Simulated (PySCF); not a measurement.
Scan of CF3 (cation, charge +1), singlet: umbrella (inversion) coordinate, bond length relaxed. Scanned: angle between the C-F bonds and the threefold axis (90 = planar). Other coordinates (C-F bond length) were minimised at B3LYP/def2-TZVP.

The free coordinates were minimised at B3LYP/def2-TZVP in PySCF; the energy column is PySCF 2.14.0 with CCSD(T) on RHF/cc-pVDZ, 4 core orbitals frozen, in kcal/mol.

```csv
a / °,C-F bond length / Å,E
90,1.236,0.0
93,1.236,1.2
96,1.238,4.8
99,1.242,10.7
102,1.247,19.2
105,1.253,30.2
108,1.262,44.0
111,1.273,60.5
114,1.287,80.1
117,1.304,103.0
120,1.326,129.4
123,1.353,159.6
126,1.388,193.5
129,1.431,231.2
```

The scan ran from 90.0 to 132.0; beyond the range shown the relaxed coordinates jump or full CI changes its symmetry label.
